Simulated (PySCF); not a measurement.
Gas-phase reaction: SnF2 + 2 NO → SnO + 2 N + F2O

Computed with PySCF and rigid-rotor harmonic-oscillator thermochemistry at 1 bar. † marks an energy on the PBE0/def2-TZVP geometry and frequencies; other levels use their own. MP2 freezes the core. Open shells (unrestricted): NO (multiplicity 2, electronic degeneracy 4), N (multiplicity 4); the rest are closed-shell singlets. Spin-orbit splitting is ignored; it lowers the true energy and changes the entropy of NO. B3LYP is the form with VWN-RPA correlation. Sn: scalar-relativistic def2 core potential, no spin-orbit coupling. MP2 isn't extrapolated to the basis-set limit; its ΔH°(298 K) is 1292.1 kJ in def2-SVP and 1307.1 kJ in def2-TZVPP. The harmonic model lacks anharmonicity and excited electronic states, which grow with temperature; levels with a mode under 35 cm⁻¹ are left out.

```csv
level,"ΔE electronic, kJ","ΔH°(298 K), kJ","ΔS°(298 K), J/K","ΔG°(1600 K), kJ"
B3LYP/def2-TZVP†,1369,1359,81,1217
BLYP/def2-TZVP†,1369,1359,81,1217
M06-2X/def2-TZVP†,1389,1379,81,1237
MP2/def2-TZVPP†,1317,1307,81,1165
PBE/def2-SVP,1387,1376,81,1231
PBE0/def2-SVP†,1372,1362,81,1220
PBE0/def2-TZVP,1362,1352,81,1210
```
ΔH° is lowest at MP2/def2-TZVPP† and highest at M06-2X/def2-TZVP†. No reference value is set beside these.
